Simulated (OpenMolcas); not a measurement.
Ionisation energies of europium

| Item | Value |
| --- | --- |
| Program | OpenMolcas |
| Basis | ANO-RCC-VTZP [8s7p5d3f2g1h] |
| Scalar Hamiltonian | DKH2, point nucleus |
| Spin-orbit coupling | RASSI with atomic mean-field integrals over the reference wave functions, term energies averaged over their components |

Active shells in each charge state: the valence f, s shells, with orbitals averaged over the low states. Where CASPT2's correlated closed shells are named, they are those of the first ion.

A. CASSCF
B. SS-CASPT2, IPEA 0.25 Eh, imaginary shift 0.1 Eh (closed shells correlated: 5s 5p)
C. SS-CASPT2, IPEA 0.25 Eh, imaginary shift 0.1 Eh (closed shells correlated: 4d 5s 5p)
D. SS-CASPT2, IPEA 0 Eh, imaginary shift 0.1 Eh (closed shells correlated: 5s 5p)

Energies in eV between the lowest computed levels, named as in B; reference values from the NIST Atomic Spectra Database with their kind.

```csv
From,To,A,B,C,D,Spin-orbit share in B,Reference
Eu 4f7 6s2 8S* 7/2,Eu+ 4f7 6s 9S* 4,4.595,5.614,5.637,5.463,+0.000,5.670 (measured)
Eu+ 4f7 6s 9S* 4,Eu2+ 4f7 8S* 7/2,10.473,11.287,11.350,11.415,+0.000,11.240 (semi-empirical)
```

Error against the reference values, in %:

```tsv
From	Reference	A	B	C	D
Eu	measured	-19.0	-1.0	-0.6	-3.7
Eu+	semi-empirical	-6.8	+0.4	+1.0	+1.6
```

Absolute error against the one measured value: A 1.07 eV, B 0.06 eV, C 0.03 eV, D 0.21 eV. C lies closest.

The lowest level within the active space need not be the ion's true ground level.

* marks odd parity.
